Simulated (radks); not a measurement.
The numbers below are computed, except where a source is named.
These are the eigenvalues of the occupied orbitals of an atom or ion with whole-number occupations (eV). Code: a radial shooting solver on a logarithmic mesh with Libxc functionals. Model: Dirac Kohn-Sham, exchange-only B88, spin-unpolarised, spherical densities, finite nucleus; Fermi nuclear charge, rms radius of each element as measured or else 0.836 A^(1/3) + 0.57 fm.

| orbital | eigenvalue |
|---|---|
| 1s1/2 | -59208.59 |
| 2s1/2 | -9983.267 |
| 2p1/2 | -9517.327 |
| 2p3/2 | -8536.828 |
| 3s1/2 | -2242.684 |
| 3p1/2 | -2037.299 |
| 3p3/2 | -1830.279 |
| 3d3/2 | -1479.239 |
| 3d5/2 | -1433.990 |
| 4s1/2 | -440.8037 |
| 4p1/2 | -358.1698 |
| 4p3/2 | -311.3985 |
| 4d3/2 | -175.3286 |
| 4d5/2 | -166.8202 |
| 5s1/2 | -52.2605 |
| 5p1/2 | -30.0077 |
| 5p3/2 | -24.3098 |
| 6s1/2 | -3.2821 |
| 4f5/2 | -2.7616 |
| 4f7/2 | -1.5671 |

Which element is it, and in what charge state? The configuration may be excited. Open shells, if any, are shared by 2j + 1.

Answer. Z = 69, thulium, charge 0: Tm in [Xe] 4f13 6s2. The list shows which subshells hold electrons but not how many an open one holds; the 1s level, -2175.9 hartree, gives Z - s = 66.0 by -(Z - s)^2/2, which with screening and relativity narrows Z to a few neighbours, and the depths of the outer levels then fix element, charge and occupations together.
